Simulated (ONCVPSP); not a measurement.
## Scattering properties, ONCV potential for Au (Z = 79)

- Element: gold (Au)
- Generator: ONCVPSP 4.0.1
- Type: optimised norm-conserving Vanderbilt (ONCV)
- Functional: PBE
- Relativity: scalar-relativistic
- Frozen core: [Kr] 4d10 4f14
- Valence charge: 19
- Reference configuration: 5s2 5p6 5d9 6s2
- Partial waves: 5s+6s: rc 1.50 bohr, ncon 3, nbas 6, qcut 6.7 1/bohr, 2 projectors; 5p: rc 1.10 bohr, ncon 4, nbas 7, qcut 7.7 1/bohr, 2 projectors, debl 1.6 Ha; 5d: rc 1.30 bohr, ncon 4, nbas 7, qcut 6.3 1/bohr, 2 projectors, debl 1.9 Ha
- Local potential: polynomial inside 0.85 bohr (lpopt 5, dvloc0 0 Ha)
- Core correction: Teter function, fcfact 6, rcfact 1.05

In the p channel the program set the typed energies aside and used -2.298, 0.250 Ha.

The phase is arctan(r·R′/R) of the radial function R(r), unwrapped; energies in Ha, scanned from -6 to 5 Ha. A pole is an energy at which the radial function vanishes at the test radius. The pseudo phase is shifted by a multiple of π to meet the all-electron one at the reference energy, and phase errors are pseudo minus all-electron; the curves can meet again beyond the range given. Levels narrower than the energy grid can be missing from the lists of poles. Where the grid stepped over a known ghost or core level, its pole and its step of π were put in at the level’s energy.

Problem. For each channel, where are the poles, and over which energies does the pseudopotential scatter like the atom?

Solution.

```tsv
channel	radius (bohr)	reference energy (Ha)	poles, all-electron	poles, pseudo	unbroken range about the reference energy with phases within 0.05 rad	phase error 1 Ha above the reference energy (rad)
s	1.52	-0.24	-3.58	-3.60, -3.54	above -3.5	+0.001
p	1.11	-2.30	2.97	2.96	the whole range	-0.000
d	1.32	-0.33	3.49	3.49	the whole range	-0.000
```

Note: ghosts flagged at negative energy: s at -96.4 eV; GHOST(+) flagged for p at 275.3 eV. A true bound ghost makes a file unfit for plane-wave use.

Phases in the p channel:

| E (Ha) | all-electron | pseudo |
| --- | --- | --- |
| -5.96 | 0.753 | 0.751 |
| -5.68 | 0.665 | 0.663 |
| -5.40 | 0.558 | 0.556 |
| -5.12 | 0.428 | 0.427 |
| -4.84 | 0.274 | 0.273 |
| -4.56 | 0.096 | 0.095 |
| -4.28 | -0.097 | -0.098 |
| -4.00 | -0.294 | -0.295 |
| -3.72 | -0.480 | -0.480 |
| -3.44 | -0.645 | -0.645 |
| -3.16 | -0.786 | -0.786 |
| -2.88 | -0.902 | -0.902 |
| -2.60 | -0.999 | -0.999 |
| -2.32 | -1.078 | -1.078 |
| -2.04 | -1.145 | -1.145 |
| -1.76 | -1.200 | -1.200 |
| -1.48 | -1.248 | -1.248 |
| -1.20 | -1.288 | -1.288 |
| -0.92 | -1.323 | -1.323 |
| -0.64 | -1.354 | -1.354 |
| -0.36 | -1.381 | -1.381 |
| -0.08 | -1.405 | -1.405 |
| 0.20 | -1.427 | -1.427 |
| 0.48 | -1.447 | -1.447 |
| 0.76 | -1.465 | -1.465 |
| 1.04 | -1.482 | -1.482 |
| 1.32 | -1.497 | -1.497 |
| 1.60 | -1.511 | -1.511 |
| 1.88 | -1.525 | -1.525 |
| 2.16 | -1.537 | -1.538 |
| 2.44 | -1.550 | -1.550 |
| 2.72 | -1.561 | -1.561 |
| 3.00 | -1.572 | -1.572 |
| 3.28 | -1.583 | -1.583 |
| 3.56 | -1.593 | -1.594 |
| 3.84 | -1.603 | -1.604 |
| 4.12 | -1.613 | -1.614 |
| 4.40 | -1.623 | -1.625 |
| 4.68 | -1.633 | -1.635 |
| 4.96 | -1.643 | -1.645 |
